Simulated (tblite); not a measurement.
C$_{5}$H$_{11}$O$_{2}$ (SMILES CC(C)(C)C(O)=[OH+]), charge +1, singlet, geometry from GFN2-xTB; GFN1-xTB (tblite).

tblite was given this input:
```
$ tblite run mol.xyz --method gfn1 --charge 1 --spin 0 --json tblite.json --no-restart

# file mol.xyz
18

C     -1.11122537    -0.17288140    -1.33380704
C     -0.57010329    -0.16996179     0.11985602
C     -1.33695232     0.85239256     0.95921364
C     -0.66467270    -1.57567562     0.71383606
C      0.85397347     0.24309092    -0.06574510
O      1.12576377     1.48989089    -0.06054431
O      1.72292858    -0.66688557    -0.27850548
H     -0.58137629    -0.88998833    -1.95530409
H     -2.15651977    -0.46659898    -1.29127586
H     -1.05348344     0.81511820    -1.78298812
H     -2.37751648     0.54998635     1.02278069
H     -1.29552996     1.84341474     0.51740807
H     -0.93703627     0.90152611     1.96819509
H     -0.24418740    -1.60083190     1.71530987
H     -1.70924784    -1.86359540     0.77886709
H     -0.14692126    -2.30500824     0.09817355
H      2.03860318     1.78475263    -0.24831249
H      2.64755800    -0.41460576    -0.47057695
```

What the program printed (banner, timings and long lists left out):

```
xTB calculator
 | screened Coulomb repulsion
 | Coulomb electrostatics
 |  * isotropic Klopman-Ohno-Mataga-Nishimoto electrostatics
 |  * onsite third-order electrostatics
 | DFT-D3(BJ) dispersion correction

halogen bonding energy    0.0000000000000E+00 Eh
repulsion energy          2.8401068196911E-01 Eh
dispersion energy        -7.0967735613882E-03 Eh
number of electrons       4.2000000000000E+01 e
integral cutoff           1.9731147476801E+01 bohr

------------------------------------------------------------
  cycle        total energy    energy error   density error
------------------------------------------------------------
      1     -25.18296575292  -2.5459880E+01   6.1309742E-01
      2     -25.44756412704  -2.6459837E-01   3.2337893E-01
      3     -25.45208534306  -4.5212160E-03   1.1866131E-01
      4     -25.45395031836  -1.8649753E-03   1.7628981E-02
      5     -25.45441340678  -4.6308842E-04   5.7257776E-03
      6     -25.45455205635  -1.3864958E-04   8.5672356E-04
      7     -25.45455495550  -2.8991433E-06   2.3271905E-04
      8     -25.45455501432  -5.8822145E-08   1.1678073E-04
      9     -25.45455507706  -6.2743673E-08   1.5585240E-05
------------------------------------------------------------

electronic energy        -2.5731468985472E+01 Eh
total energy             -2.5454555077064E+01 Eh

Post processing:
 | Mayer-Wiberg bond orders

[Info] JSON dump of results written to 'tblite.json'
```
